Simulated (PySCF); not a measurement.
## OsOF2 at several levels of theory

All levels use the PBE0 minimum (singlet; Os–F 1.846 Å (×2), Os–O 1.626 Å; F–Os–F 106.5°, F–Os–O 126.8° (×2)), basis [Os def2-SVP with ECP60, O def2-SVP, F def2-SVP], scalar-relativistic core potentials, density fitting, no spin–orbit coupling, PySCF. For vertical energies the ionised species is a doublet (spins chosen at PBE0 and kept) and the electron-attached one a doublet. Atomisation goes to high-spin ground-configuration atoms, without zero-point energy. Open shells are unrestricted, also as the reference of the correlated levels. A dash marks a value that was not computed or is not defined at that level.

```xyz
4
charge 0 multiplicity 1, angstrom
Os   -0.0324   -0.0562    0.0000
O    -0.8456   -1.4647    0.0000
F     1.8011    0.1609    0.0000
F    -0.7613    1.6402    0.0000
```

```tsv
level	atomisation (kJ/mol)	vertical IP (eV)	vertical EA (eV)	−ε(HOMO) (eV)	gap (eV)	dipole (D)
PBE0	1411	10.18	1.49	7.69	3.70	0.76
HF	535	10.30	1.56	11.93	12.17	0.78
MP2	–	?	?	–	–	–
PBE	?	?	?	?	?	?
r2SCAN	–	–	–	6.24	1.30	0.66
```

Fill in the row of PBE.

atomisation (kJ/mol) 1626, vertical IP (eV) 9.72, vertical EA (eV) 1.08, −ε(HOMO) (eV) 5.82, gap (eV) 0.92, dipole (D) 0.60.

Fill in the row of MP2.

vertical IP (eV) 9.88, vertical EA (eV) 0.64.

Spin contamination in at least one species weakens the values at: HF, MP2.

Without diffuse functions attachment energies tend to come out too low.

With an element this heavy the missing spin–orbit coupling can shift these numbers.
